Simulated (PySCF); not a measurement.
# Radial density of Pr⁴⁸⁺ (praseodymium, charge +48)

UHF, [Ne] 3s1, 2S determinant. All numbers are calculated (PySCF 2.14, the spin-free X2C one-electron Hamiltonian (Gaussian nucleus), in an uncontracted even-tempered set (18 s from 10 bohr⁻², ratio 2.5; 12 p from 14 bohr⁻², ratio 2.5; 4 d from 50 bohr⁻², ratio 2.7; 4 f from 75 bohr⁻², ratio 2.7)).

| r (bohr) | 4πr²ρ (e/bohr) | 4πr²(ρα − ρβ) |
| --- | --- | --- |
| 0.0181 | 76.17 | 0.5092 |
| 0.0304 | 62.38 | -0.0008 |
| 0.0512 | 73.77 | 1.2905 |
| 0.0861 | 82.40 | 1.4313 |
| 0.145 | 27.19 | 0.8484 |
| 0.244 | 6.372 | 5.4311 |
| 0.410 | 0.6770 | 0.6761 |
| 0.690 | 0.002592 | 0.0026 |

Densities and radii are taken from the X2C orbitals without a picture-change correction, which distorts them close to the nucleus.

Spin-orbit coupling, which splits the p, d and f shells strongly at this Z, is absent.
